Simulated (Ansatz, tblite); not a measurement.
Forces on (KH)4 ring (K₄H₄) at its PBE0-D4/def2-SVP geometry. The state is a singlet with charge 0.

The xTB rows come from tblite. Another isomer (singlet) lies 0.65 eV lower at PBE0-D4/def2-TZVP; other spin states weren't run for this one.

GFN1-xTB (tblite), largest force 0.23 eV/Å:

```xyz
8
positions Å, forces eV/Å
K     2.295   -2.023   -1.027   -0.166    0.146    0.074
K    -2.215   -1.646   -1.675    0.161    0.118    0.121
K    -2.296    2.022    1.028    0.166   -0.146   -0.074
K     2.215    1.647    1.674   -0.161   -0.119   -0.121
H     0.056   -2.548   -1.877   -0.001    0.066    0.049
H    -3.144    0.262   -0.451    0.083   -0.007    0.012
H    -0.056    2.548    1.876    0.001   -0.066   -0.049
H     3.144   -0.262    0.451   -0.083    0.007   -0.012
```

GFN2-xTB (tblite), largest force 0.51 eV/Å:

```
K -0.256 0.232 0.119
K 0.247 0.189 0.191
K 0.256 -0.231 -0.119
K -0.247 -0.190 -0.191
H -0.009 0.407 0.300
H 0.502 -0.042 0.072
H 0.009 -0.407 -0.299
H -0.502 0.042 -0.072
```

PBE-D4/def2-TZVP (Ansatz), largest force 0.02 eV/Å:

```
K 0.008 -0.011 -0.007
K -0.008 -0.010 -0.009
K -0.008 0.011 0.007
K 0.008 0.010 0.009
H 0.000 0.004 0.003
H 0.004 0.000 0.000
H 0.000 -0.004 -0.003
H -0.004 0.000 0.000
```
